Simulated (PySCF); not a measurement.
Molecule: `CC(=C=S)CC#N`, C5H5NS.

Bonds (- single, = double, # triple, : aromatic): C1-C2, C2=C3, C3=S4, C2-C5, C5-C6, C6#N7. C1 carries H8, H9, H10; C5 carries H11, H12.

Frames of a GFN2-xTB Langevin trajectory at 300 K; GIAO PBE0/pcSseg-1 shieldings in PySCF 2.14, gas phase, non-relativistic; equivalent atoms averaged within each frame.

Referencing at the same level of theory: 13C (186.93 ppm) and 1H (31.72 ppm) against TMS; CS2 for 33S (503.73 ppm); NH3 for 15N (267.73 ppm). The references are static minima.

Question: How do the shifts (ppm) fluctuate along the trajectory?

Answer: 
```
         time (fs)     C3     C6    C2    C5    C1   S4     N7  H11/H12  H8/H9/H10
optimised geometry  276.6  121.6  75.6  20.7  15.5  418  302.3     2.92       2.06
               250  289.5  118.4  81.5  26.7   9.8  505  300.6     3.67       1.76
               425  277.4  126.2  72.1  22.8  18.0  387  315.5     3.72       3.07
               625  287.8  119.9  81.9  15.1  14.6  497  289.9     2.82       2.09
               800  271.8  130.5  82.5  23.8  15.5  426  319.4     3.07       2.16
              1000  287.9  120.0  86.4  19.6  14.6  490  303.3     3.29       1.99
    mean of frames  282.9  123.0  80.9  21.6  14.5  461  305.7     3.31       2.21
standard deviation    7.9    5.2   5.3   4.4   3.0   52   11.9     0.39       0.50
```

5 frames give an uncertainty of the mean of about the standard deviation over 2.2 at best, since frames this close in time may not be independent; classical motion lacks zero-point vibration, and the reference would need the same averaging.
